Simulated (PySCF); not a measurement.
silylmethoxysilane (CH8OSi2), SMILES [SiH3]CO[SiH3]. Atoms are numbered in the order given.

```xyz
12

Si     1.6543     0.9546    -0.5830
C      0.7484    -0.6991    -0.2988
O     -0.6583    -0.5188    -0.4263
Si    -1.7172    -0.3957     0.8572
H      3.1281     0.7536    -0.4422
H      1.3509     1.4651    -1.9490
H      1.1935     1.9511     0.4257
H      1.0761    -1.4353    -1.0542
H      1.0278    -1.1271     0.6850
H     -1.4355     0.8147     1.6871
H     -3.0781    -0.3043     0.2712
H     -1.6069    -1.5973     1.7404
```

Geometry optimised at B3LYP-D3(BJ)/def2-SVP. One conformer was computed; it need not be the lowest.

Computed with HF/pcSseg-1 (PySCF).

GIAO shieldings, no solvent; atoms listed in one row are averaged. δ = σ(ref) − σ: ²⁹Si against TMS (σ = 393.8 ppm); ¹³C against TMS (σ = 192.6 ppm); ¹⁷O against H2O (σ = 333.0 ppm); ¹H against TMS (σ = 31.99 ppm), references at their B3LYP-D3(BJ)/def2-TZVP geometries, non-relativistic.

```
nucleus          atoms  count  δ (ppm)
-------  -------------  -----  -------
²⁹Si               Si4      1    -36.7
²⁹Si               Si1      1    -61.4
¹³C                 C2      1     49.0
¹⁷O                 O3      1    -43.8
¹H       H10, H11, H12      3     4.54
¹H          H5, H6, H7      3     4.01
¹H                  H8      1     3.93
¹H                  H9      1     3.35
```
